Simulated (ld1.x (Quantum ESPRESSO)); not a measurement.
Tm: variants of one TM semilocal potential

Base potential:

Tm, norm-conserving Troullier–Martins (semilocal form), made with ld1.x (Quantum ESPRESSO) 7.5 (PBE, scalar-relativistic). Core [Kr], reference 4d10 4f13 5s2 5p6 5d0 6s2 6p0. Waves: 5s (bound): rc 1.40 bohr; 5p (bound): rc 1.30 bohr; 4d (bound): rc 0.85 bohr; 4f (bound): rc 1.15 bohr. Local part: the f channel. Core correction: a·sin(br)/r model core inside 0.45 bohr.

Occupied shells without a wave of their own: 6s. They enter only through the test configuration that unscreens the potential, and ld1.x also counts them in the model core charge.

All-electron outer shells of the reference configuration (PBE, scalar-relativistic, ld1.x):

```
shell  level (eV)  outermost node (bohr)  outermost maximum (bohr)
   4s     -442.86                   0.26                      0.46
   4p     -326.31                   0.26                      0.49
   4d     -171.61                   0.24                      0.50
   5s      -53.37                   0.59                      1.10
   5p      -26.90                   0.63                      1.26
   6s       -3.87                   1.49                      3.33
   4f       -3.09                      –                      0.50
   6p       -1.12                   1.84                      4.67
   5d       -0.79                   0.72                      2.12
```

Cutoffs, loose and tight: the cutoffs (Ry, on a coarse ladder) from which the occupation-weighted sum of valence levels, in a spherical-Bessel basis at the reference potential, stays within 10 and 1 mRy of its value at 400 Ry. They do not see the model core or the augmentation charge, which bear on the density cutoff. Test errors are all-electron minus pseudo excitation energies from the reference, over the configurations 4d10 4f13 5s2 5p6 5d0 6s1 6p0; 4d10 4f13 5s2 5p6 5d0 6s0 6p0; 4d10 4f12 5s2 5p6 5d0 6s0 6p0; 4d10 4f12 5s2 5p6 5d1 6s2 6p0; 4d10 4f13 5s2 5p6 5d0 6s0 6p1; 4d10 4f13 5s2 5p6 5d0 6s0 6p2; 4d10 4f13 5s2 5p6 5d0 6s1 6p1. A dash means not determined; rows that change the core or the reference have their own tests. The largest error is taken over the tests solved by every variant that gives reliable tests at all: 4d10 4f12 5s2 5p6 5d0 6s0 6p0; 4d10 4f12 5s2 5p6 5d1 6s2 6p0; 4d10 4f13 5s2 5p6 5d0 6s0 6p0; 4d10 4f13 5s2 5p6 5d0 6s0 6p2; 4d10 4f13 5s2 5p6 5d0 6s1 6p0.

With those shells counted twice in exchange and correlation these files are broken, and their errors move erratically; no question is asked of them.

Cutoffs are not given where the Bessel-basis levels miss the radial ones by over 6 mRy, ghosts where they miss by over 20 mRy; a channel whose overlap is not positive is not tested.

A semilocal file is local in each channel, so a ghost entry of none says nothing of the separable form that plane-wave codes build from it.

| change | outcome | bound ghosts | largest test error (meV) |
| --- | --- | --- | --- |
| base | generated | none | -1146 |
| core correction none | generated | none | -461 |
| core correction a·sin(br)/r model core inside 0.42 bohr | generated | none | -1146 |
| core correction a·sin(br)/r model core inside 0.54 bohr | generated | none | -1146 |
| core correction a·sin(br)/r model core inside 0.66 bohr | generated | none | -1146 |
| core correction a·sin(br)/r model core inside 0.72 bohr | generated | none | -1145 |
| core correction a·sin(br)/r model core inside 0.88 bohr | generated | none | -1144 |
| core correction a·sin(br)/r model core inside 1.04 bohr | generated | none | -1143 |
